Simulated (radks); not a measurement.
Species: Se4+. Configuration: [Ar] 3d10 4s2.

Method: Dirac Kohn-Sham, LDA (Slater exchange, Perdew-Wang correlation), spin-unpolarised, spherical densities, finite nucleus; Fermi nuclear charge, rms radius 4.14 fm; computed with a radial shooting solver on a logarithmic mesh with Libxc functionals.

Energy parts (eV):
| part | energy |
|---|---|
| total | -65934.527 |
| kinetic | 67494.978 |
| electron-nucleus | -157746.203 |
| Hartree | 26581.574 |
| exchange-correlation | -2264.876 |

Orbitals (lengths in bohr, moments of r in powers of bohr; r(max) is where P^2 peaks):
| orbital | occ. | eigenvalue (eV) | r(max) | <r^4> |
|---|---|---|---|---|
| 1s1/2 | 2 | -12532.31 | 0.02884 | 0.00001771 |
| 2s1/2 | 2 | -1656.010 | 0.1648 | 0.003563 |
| 2p1/2 | 2 | -1492.556 | 0.1296 | 0.002461 |
| 2p3/2 | 4 | -1450.862 | 0.1327 | 0.002650 |
| 3s1/2 | 2 | -264.0979 | 0.5028 | 0.2306 |
| 3p1/2 | 2 | -208.1190 | 0.4944 | 0.2694 |
| 3p3/2 | 4 | -202.2160 | 0.5031 | 0.2890 |
| 3d3/2 | 4 | -105.1815 | 0.4488 | 0.5014 |
| 3d5/2 | 6 | -104.2738 | 0.4516 | 0.5143 |
| 4s1/2 | 2 | -62.1825 | 1.418 | 11.93 |

The highest occupied level is 4s1/2 at -62.183 eV. Summed over all electrons, <r^2> = 14.02 bohr^2, which gives a Langevin (diamagnetic) susceptibility term of -11.1 x 10^-6 cm^3/mol.
